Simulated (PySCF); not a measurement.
# Reading the logs of faulty runs: B2GeH2O

Calculated results; nothing here was measured. They come from PySCF 2.14.0, an open-source quantum chemistry program, on an isolated molecule that a program drew, which may never have been made. The molecule is B2GeH2O (charge 0, singlet), drawn as the SMILES string `O=B[BH][GeH]`.

Each row is a Hartree-Fock (HF) and frozen-core CCSD(T) single point in the cc-pVDZ basis, meant for a local HF minimum. Run 1 is clean. Each other run has one planted mistake out of seven kinds, and not every kind appears here: one electron removed, one electron added, multiplicity raised by two, geometry at a saddle point, minimal basis STO-3G, one bond length entered in bohr, all coordinates scaled. The reference is restricted for singlets and unrestricted otherwise, and also for a bond in bohr. Adding or removing an electron swaps singlet and doublet. Electrons count all cores. HOMO and LUMO are orbital energies over both spins, the gradient is its largest component, and the lowest frequency (negative if imaginary) is given only where the gradient is small. Bond lengths are over the 5 bonds as drawn. T1 is the CCSD diagnostic: over 0.02 (restricted) or 0.045 (unrestricted) a single reference is doubtful. Germanium has the cc-pVDZ-PP basis, with a core potential (ECP10MDF) in place of its 10 inner electrons, and its 3s, 3p and 3d shells are frozen in CCSD(T).

Geometry of the clean run:
```xyz
6
B2GeH2O, angstrom
O    -1.4853   -0.9537   -1.1745
B    -0.5037   -1.6078   -1.3223
B     0.9083   -2.5340   -1.4600
Ge    2.1214   -3.0371    0.1596
H     1.2140   -2.9327   -2.5497
H     2.9459   -1.7092   -0.1135
```

| run | electrons | basis functions | <S^2> | HOMO (eV) | LUMO (eV) | gradient (hartree/bohr) | lowest frequency (cm^-1) | mean bond (Å) | longest bond (Å) | T1 | HF (hartree) | CCSD(T) (hartree) | mistake |
|---|---|---|---|---|---|---|---|---|---|---|---|---|---|
| 1 | 52 | 75 | 0.000 | -9.36 | -0.06 | 1.5e-05 | 94 | 1.5510 | 2.085 | 0.0227 | -418.77455 | -419.23508 | no fault |
| 2 | 51 | 75 | 0.777 | -17.55 | -7.56 | 2.7e-02 | - | 1.5510 | 2.085 | 0.0266 | -418.46490 | -418.90097 | one electron removed |
| 3 | 52 | 75 | 0.000 | -9.40 | -0.14 | 4.5e-02 | - | 1.5897 | 2.137 | 0.0233 | -418.77105 | -419.23526 | all coordinates scaled |
| 4 | 52 | 75 | 0.916 | -9.70 | -0.34 | 1.7e-02 | - | 1.7645 | 2.267 | 0.0677 | -418.66411 | -419.12112 | one bond length entered in bohr |
| 5 | 52 | 75 | 2.028 | -8.25 | -0.83 | 2.2e-02 | - | 1.5510 | 2.085 | 0.0244 | -418.73794 | -419.18009 | ? |
| 6 | 53 | 75 | 0.767 | -1.47 | 5.46 | 1.8e-02 | - | 1.5510 | 2.085 | 0.0289 | -418.80162 | -419.27238 | ? |

**Which mistake was planted in run 5, and what did it cost?**

Electrons, basis and geometry are unchanged, and <S^2> is 2.028, beside S(S+1) = 2.00 for a multiplicity of 3. So the mistake is: multiplicity raised by two. Subtracting run 1 and multiplying by 627.51 kcal/mol a hartree, the energy moved by 23.0 kcal/mol in HF and 34.5 kcal/mol in CCSD(T).

**Which mistake was planted in run 6, and what did it cost?**

It counts 53 electrons, one more than the clean run, at the same geometry and basis. So the mistake is: one electron added. Subtracting run 1 and multiplying by 627.51 kcal/mol a hartree, the energy moved by -17.0 kcal/mol in HF and -23.4 kcal/mol in CCSD(T).

Cautions from the logs. Run 1: T1 is over the limit, so its CCSD(T) energy is less reliable; run 3: T1 is over the limit, so its CCSD(T) energy is less reliable; run 4: T1 is over the limit, so its CCSD(T) energy is less reliable.
